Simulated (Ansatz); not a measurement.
Two members of one family (GaH3 adduct), computed with Ansatz in the gas phase. The two geometries come from different levels. Binding counts from free atoms in the multiplicity of their measured ground term, without zero-point energy. A dash marks a value that wasn't run or was left out as unsound. The structures are stationary points that may keep the symmetry of their start. Remarks come from the PBE and PBE0 runs and from stability tests at other levels; not every state was tested. HOMO above LUMO (over both spins in singlets and doublets, within one spin in higher multiplets; at PBE or PBE0), or a gap under 0.15 eV within one spin, warns that the state may not be the lowest or that an electron is smeared out.

First: Ga(NH3)H3 (singlet, charge 0, PBE0-D4/def2-TZVP geometry).

```xyz
8

Ga   -0.051    0.999    0.512
N     0.047   -0.913   -0.468
H     0.180   -0.798   -1.466
H    -0.809   -1.435   -0.320
H     0.818   -1.462   -0.106
H    -0.267    0.487    1.993
H    -1.301    1.588   -0.259
H     1.383    1.534    0.114
```

| level | HOMO (eV) | LUMO (eV) | gap (eV) | vertical IE (eV) | vertical triplet (eV) | binding per atom (eV) |
| --- | --- | --- | --- | --- | --- | --- |
| PBE-D4/def2-SVP | -6.13 | -0.66 | 5.47 | – | – | 2.79 |
| PBE-D4/def2-TZVP | -6.23 | -1.05 | 5.17 | – | – | 2.79 |
| r2SCAN-D4/def2-TZVP | -6.55 | -0.38 | 6.17 | 9.75 | 5.96 | 2.79 |
| PBE0-D4/def2-TZVP | -7.48 | -0.24 | 7.23 | 9.86 | 6.09 | 2.76 |
| BHLYP-D4/def2-TZVP | -8.67 | 0.36 | 9.03 | – | – | 2.75 |

Remarks: gap within one spin near zero at PBE or PBE0 (+1 doublet), HOMO above LUMO (+1 doublet), gap within one spin near zero at PBE or PBE0 (triplet), HOMO above LUMO (triplet).

Second: Ga(AsH3)H3 (singlet, charge 0, B3LYP-D4/def2-TZVP geometry).

Cartesian coordinates in Å:
```
Ga -0.1923 0.4783 1.4987
As 0.1323 -0.3389 -1.0605
H -0.6274 -1.5329 -1.5966
H 1.4955 -0.7695 -1.5539
H -0.1786 0.5926 -2.2120
H 0.1539 -0.9152 2.1454
H -1.7029 0.8942 1.3402
H 0.9196 1.5916 1.4386
```

Question: Estimate how these quantities change from the first to the second (second minus first).

Answer: 
```
              level  Δ HOMO (eV)  Δ LUMO (eV)  Δ gap (eV)  Δ vertical IE (eV)  Δ vertical triplet (eV)  Δ binding per atom (eV)
    PBE-D4/def2-SVP        -0.53        -0.40        0.13                   –                        –                    -0.50
   PBE-D4/def2-TZVP        -0.51        -0.17        0.34                   –                        –                    -0.50
r2SCAN-D4/def2-TZVP        -0.50        -0.43        0.07                0.29                    -0.04                    -0.46
  PBE0-D4/def2-TZVP        -0.48        -0.16        0.32                0.31                     0.00                    -0.48
 BHLYP-D4/def2-TZVP        -0.47         0.00        0.47                   –                        –                    -0.44
```

Remarks: gap within one spin near zero at PBE or PBE0 (+1 doublet), HOMO above LUMO (+1 doublet), gap within one spin near zero at PBE or PBE0 (triplet), HOMO above LUMO (triplet).
